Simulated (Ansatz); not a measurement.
`[CH3][W](=[NH])(=[NH])[OH]` + `C[B-]1(Cl)OC(C(F)(F)F)=CC(C(F)(F)F)=[O+]1` → `[CH3][W](=[NH])(=[NH])[Cl]` + `C[B-]1(O)OC(C(F)(F)F)=CC(C(F)(F)F)=[O+]1`  (redistribution)

Program: Ansatz. Geometries: PBE0-D4/def2-TZVP. ΔE: electronic, gas phase. CBS: MP2 limit from def2 TZ/QZ plus the TZ coupled-cluster correction, frozen cores. Functionals use def2-TZVPP. def2 core potentials past Kr. For W outer-core shells are correlated without core-valence functions, which leaves a few kJ/mol of doubt a bond. Each species was taken in one conformer, which may not be the lowest.

`[CH3][W](=[NH])(=[NH])[OH]`:

Cartesian coordinates in Å:
```
C 1.115 -1.040 -0.580
W -0.235 0.401 0.198
N -1.607 -0.552 0.723
N -0.580 1.433 -1.172
O 0.580 1.361 1.624
H 0.676 -1.590 -1.413
H 1.384 -1.755 0.203
H 2.018 -0.535 -0.937
H -2.570 -0.847 0.688
H -1.122 1.903 -1.878
H 0.342 1.223 2.543
```

`C[B-]1(Cl)OC(C(F)(F)F)=CC(C(F)(F)F)=[O+]1`:

Cartesian coordinates in Å:
```
C 0.066 2.594 -1.219
B -0.438 1.449 -0.271
Cl -1.879 1.849 0.796
O 0.679 0.990 0.675
C 0.725 -0.201 1.095
C 1.749 -0.427 2.207
F 1.724 -1.688 2.631
F 2.970 -0.158 1.756
F 1.489 0.370 3.234
C -0.021 -1.245 0.576
C -0.723 -0.952 -0.580
C -1.382 -2.050 -1.414
F -2.671 -1.786 -1.578
F -1.264 -3.236 -0.823
F -0.804 -2.116 -2.609
O -0.835 0.205 -1.076
H -0.727 2.905 -1.903
H 0.924 2.275 -1.819
H 0.364 3.470 -0.641
H 0.053 -2.247 0.962
```

`[CH3][W](=[NH])(=[NH])[Cl]`:

```xyz
10

C     0.110   -0.319   -1.475
W    -0.058   -0.282    0.629
N     1.374    0.577    1.130
N    -1.502    0.656    0.899
Cl   -0.189   -2.381    1.541
H     0.172    0.677   -1.915
H     1.014   -0.874   -1.743
H    -0.770   -0.825   -1.886
H     1.881    1.330    1.567
H    -2.031    1.439    1.253
```

`C[B-]1(O)OC(C(F)(F)F)=CC(C(F)(F)F)=[O+]1`:

Cartesian coordinates in Å:
```
C -1.476 -1.640 -1.126
B -0.139 -0.842 -1.388
O 0.488 -1.053 -2.603
O 0.880 -1.140 -0.205
C 0.866 -0.487 0.870
C 1.769 -1.064 1.963
F 3.041 -0.989 1.581
F 1.634 -0.396 3.106
F 1.467 -2.337 2.184
C 0.173 0.697 1.072
C -0.366 1.267 -0.071
C -0.881 2.709 -0.061
F -2.113 2.760 -0.549
F -0.093 3.472 -0.813
F -0.895 3.209 1.173
O -0.419 0.711 -1.198
H -1.923 -1.430 -0.150
H -2.217 -1.395 -1.891
H -1.290 -2.716 -1.182
H 1.297 -0.553 -2.727
H 0.196 1.218 2.014
```

```csv
level,ΔE (kJ/mol)
r2SCAN-D4,-42.5
BHLYP,-47.1
RPA@PBE/def2-TZVPP,-44.1
CCSD/CBS(def2),-43.3
```

Question: What does CCSD(T)/CBS give? (Best estimate.)

Answer: The calculation gave: -43.8 kJ/mol. The listed levels differ from it by 1.3, -3.3, -0.3, 0.5 kJ/mol.

Largest T1 diagnostic among the species: 0.020, so the coupled-cluster value is less sure than usual.

From BLYP to BHLYP (50 % exact exchange), in def2-TZVPP and without D4, ΔE moves by −4.1 kJ/mol. The D4 term adds +3.0 kJ/mol with B3LYP and +1.5 kJ/mol with PBE0; it sums over pairs of atoms, weighted by their polarisabilities, and B3LYP, whose exchange is more repulsive, gets the larger term. Leaving LDA and LC-ωPBE aside and taking each functional with its dispersion term where it has one, the values, not all of them listed here, spread over 12.9 kJ/mol, from B2PLYP to revPBE-D4.

B3LYP here is the variant with VWN-RPA as its local correlation; programs differ in this.
